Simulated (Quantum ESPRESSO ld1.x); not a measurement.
These are the eigenvalues of the occupied orbitals of an atom or ion with whole-number occupations (eV). Calculated with ld1.x of Quantum ESPRESSO 7.5: scalar-relativistic Kohn-Sham, relativistic LDA (MacDonald-Vosko exchange, VWN5 correlation), spin-unpolarised, spherical densities, point nucleus.

orbital  eigenvalue
1s       -14962.033
2s        -2006.034
2p        -1782.385
3s         -302.126
3p         -230.101
3d         -110.129
4s          -37.724
4p          -21.792

Which element is it, and in what charge state? The configuration may be excited.

Answer. Z = 37, rubidium, charge +1: Rb+ in [Kr]. The list shows which subshells hold electrons but not how many an open one holds; the 1s level, -549.84 hartree, gives Z - s = 33.2 by -(Z - s)^2/2, which with screening and relativity narrows Z to a few neighbours, and the depths of the outer levels then fix element, charge and occupations together.
